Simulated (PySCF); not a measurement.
Here is a computed PBE0-D3(BJ)/def2-SVP geometry (Å):
```
atom  x, y, z in Å
C1    -1.7972    1.0633    0.1961
C2    -0.9965   -0.2032    0.5177
C3    -1.5012   -1.4129   -0.2540
C4     0.4607    0.0637    0.3177
F5     0.8947    1.0384    1.1089
P6     1.4539   -0.7341   -0.7964
C7     3.0544    0.2296   -0.4586
F8     3.5052    0.0853    0.7883
F9     2.9368    1.5366   -0.6972
F10    3.9973   -0.2432   -1.2827
H11   -2.8588    0.9124    0.4404
H12   -1.7201    1.3020   -0.8762
H13   -1.4298    1.9256    0.7690
H14   -1.1006   -0.4010    1.6026
H15   -1.3944   -1.2650   -1.3405
H16   -2.5686   -1.5734   -0.0430
H17   -0.9577   -2.3291    0.0203
```

Neutral, closed shell.

(1) Read off the bonds between heavy atoms and their formal orders.

(2) Which species is it?

(3) Name the point group.

(4) Describe the place of each heavy atom.

(5) What is the arrangement about C4?

(6) What is the arrangement about C7?

Answers

(1) C1–C2 1.53 Å (single); C2–C3 1.52 Å (single); C2–C4 1.49 Å (single); C4–F5 1.33 Å (single); C4–P6 1.69 Å (double); P6–C7 1.90 Å (single); C7–F8 1.33 Å (single); C7–F9 1.33 Å (single); C7–F10 1.34 Å (single). Bonds to hydrogen (Å): C1–H11 1.10; C1–H12 1.10; C1–H13 1.10; C2–H14 1.11; C3–H15 1.10; C3–H16 1.10; C3–H17 1.10. The orders are those of one drawing; other resonance forms can be drawn.

(2) `CC(C)/C(F)=P/C(F)(F)F`, C5H7F4P. Among its features: CF3 group and C–F bond.

(3) C1 (no symmetry element, even within 0.4 Å).

(4) C1/C3: methyl carbon; C2: sp3 CH carbon; C4: carbon bonded to C, F and P; F5: fluorine bonded to C; P6: phosphorus bonded to 2 C; C7: CF3 carbon; F8/F9/F10: fluorine of a CF3 group.

(5) It has 3 neighbours (C2, F5, P6) and is planar (angles 125.2°, 123.1° and 111.7°, sum 360.0°, 0.01 Å off the plane of its three neighbours).

(6) It has 4 neighbours (P6, F8, F9, F10) and is distorted tetrahedral (angles from 107.3° to 113.4°).
